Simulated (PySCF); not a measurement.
Mg(Me)(Et) (C3H8Mg), SMILES [CH3][Mg][CH2]C. Atoms are numbered in the order given.

```xyz
12

Mg    -0.0438     0.4323     0.5393
C     -1.1096     1.7888     1.7415
H     -1.8117     1.2762     2.4235
H     -1.7080     2.4963     1.1397
H     -0.4372     2.3966     2.3735
C      1.0257    -0.9355    -0.6737
C      0.2540    -1.5340    -1.8635
H      1.3997    -1.7530    -0.0273
H      1.9400    -0.4314    -1.0424
H     -0.0967    -0.7566    -2.5651
H     -0.6431    -2.0907    -1.5398
H      0.8616    -2.2410    -2.4596
```
Charge 0, spin multiplicity 1.

The structure is a stationary point at B3LYP-D3(BJ)/def2-SVP. The structure was generated by enumeration; whether it is a known compound was not checked. Other conformers were not sampled.

The numbers are results of KT2/pcSseg-1 run with PySCF, not measurements.

GIAO shieldings, no solvent; atoms alike by connectivity are averaged. δ = σ(ref) − σ: ¹³C against TMS (σ = 185.1 ppm); ¹H against TMS (σ = 31.47 ppm), references at their B3LYP-D3(BJ)/def2-TZVP geometries, non-relativistic.

```csv
nucleus,atoms,count,δ (ppm)
¹³C,C7,1,17.7
¹³C,C6,1,5.0
¹³C,C2,1,-18.4
¹H,"H10, H11, H12",3,1.64
¹H,"H8, H9",2,0.41
¹H,"H3, H4, H5",3,-0.64
```
